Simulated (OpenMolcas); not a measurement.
A calculation on Re IV.

| Item | Value |
| --- | --- |
| Program | OpenMolcas 26.06 |
| Method | SS-CASPT2, IPEA 0.25 Eh, imaginary shift 0.1 Eh (closed shells correlated: 5s 5p) |
| Basis | ANO-RCC-VTZP [8s7p5d3f2g1h] |
| Scalar Hamiltonian | DKH2, point nucleus |
| Active space | 4 electrons in 5 orbitals (5d) |
| State averaging | 2S+1 = 5 even, 5 roots; 2S+1 = 3 even, 45 roots kept (CI in the orbitals of an earlier block); 2S+1 = 1 even, 50 roots kept (CI in the orbitals of an earlier block) |
| Spin-orbit coupling | RASSI with atomic mean-field integrals over the reference wave functions, term energies averaged over their components |

(1) Which level of the active space comes out lowest?

(2) How high does 5d⁴ ⁵D₄ lie?

(3) How high does 5d⁴ ³F₂(1) [72 %] lie?

(4) How high does 5d⁴ ⁵D₁ lie?

(5) The level at 2.260 eV has J = 4. What is it made of, and what is its g factor?

Measured values: the list in Brasseur, Gamrath and Quinet, At. Data Nucl. Data Tables 157, 101636 (2024).

Answers

(1) 5d⁴ ⁵D₀, with 69 % of that term; it is also the measured ground level.

(2) 1.288 eV above the lowest level; measured 1.2549 eV above the ground level, so the calculation is off by +3 %.

(3) 2.699 eV above the lowest level; measured 2.4611 eV above the ground level, so the calculation is off by +10 %.

(4) 0.384 eV above the lowest level; measured 0.3824 eV above the ground level, so the calculation is off by 0 %.

(5) 58 % 5d⁴ ³H₄, 15 % 5d⁴ ³G, 11 % 5d⁴ ¹G(1); g = 0.948, against 0.800 from Landé's formula for the pure leading term.

CASPT2 breaks the degeneracy within a term, and the mean is taken; among the terms shown or strongly mixed into the levels shown the widest spread is 250 cm-1 (5d⁴ ¹G(1)). Terms from blocks run as CI alone lack orbitals of their own. Measured partners are found by configuration, term and J. A level has none where our copy of the source lacks it or the pairing is in doubt (some pairs that miss far off the trend of their configuration count as doubtful), and it then counts in no deviation. Levels of configurations outside the active space are missing.

A share in square brackets marks a mixed level and gives the weight of the term that names it. A number in round brackets counts repeated terms of one configuration in the order of the reference energies.
